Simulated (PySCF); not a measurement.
B(Br)3 anion (BBr3), SMILES BrB(Br)Br (connectivity only; charge and spin as stated), charge -1, multiplicity 2.

Geometry optimised at B3LYP-D3(BJ)/def2-SVPD. The multiplicity is an assumed one; no other spin state was optimised. The isomer is the one that the SMILES or the coordinates give; other isomers of the formula were not compared.

Calculation: PBE/def2-SVPD (PySCF).

Gas-phase values at a fixed geometry. A positive occupied level means that this level leaves the electron formally unbound; only the finite basis holds it.

Task: Estimate the frontier levels, dipole moment and polarisability. (An estimate is asked for; the answer gives what the named calculation found.)

Result: 
α spin, highest occupied and lowest empty level: 0.72 and 2.96 eV
β spin, highest occupied and lowest empty level: -2.04 and 2.38 eV
dipole moment about the centre of nuclear charge: 0.52 D
mean static polarisability: 115.7 bohr³ (17.14 Å³)
polarisability, principal values: 90.9, 128.0, 128.0 bohr³
⟨S²⟩: 0.753 (pure state 0.75)
